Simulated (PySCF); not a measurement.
**Bonding in pentafluoroethane**

Pentafluoroethane, C2HF5.
Numbering: `[F:1][CH:2]([F:3])[C:4]([F:5])([F:6])[F:7]` (hydrogens: H8 on C2)

Geometry (PBE0-D3(BJ)/def2-TZVP, Å), atoms numbered from 1 in this order:
```xyz
8
C2HF5 angstrom
F     -0.292   -0.678    1.579
C      0.475   -0.300    0.546
F      1.304    0.675    0.953
C     -0.424    0.245   -0.572
F     -1.138    1.282   -0.160
F      0.326    0.622   -1.604
F     -1.254   -0.712   -0.982
H      1.059   -1.153    0.187
```

Bond orders from the PBE0/pcSseg-2 density (PySCF). Isolated species at its PBE0-D3(BJ)/def2-TZVP geometry, gas phase.

Where do the orders between heavy atoms depart from those drawn in the SMILES?

The largest departure is 0.058, at C4–F5 (drawn single, 1.058) and C2–C4 (drawn single, 0.945).

Give the Mayer order of every bond, beside its length.

```tsv
bond	drawn as	length (Å)	Mayer order
F1–C2	single	1.341	1.006
C2–F3	single	1.343	1.005
C2–C4	single	1.535	0.945
C4–F5	single	1.325	1.058
C4–F6	single	1.331	1.041
C4–F7	single	1.332	1.041
C2–H8	single	1.094	0.989
```

By pair of heavy elements: C–F: lowest C2–F3 and F1–C2 (1.005, 1.343 Å), highest C4–F5 (1.058, 1.325 Å). Bonds named together lie within 0.004.

Sum the orders of all bonds at each heavy atom with more than one neighbour and set the sums beside the valence in the SMILES.

C2 3.945 (drawn 4), C4 4.085 (drawn 4). Orders between atoms that aren't bonded are not in these sums.

The Mayer order sums products of elements of PS (density times overlap matrix) between the two atoms' basis functions, so it depends on the basis set.
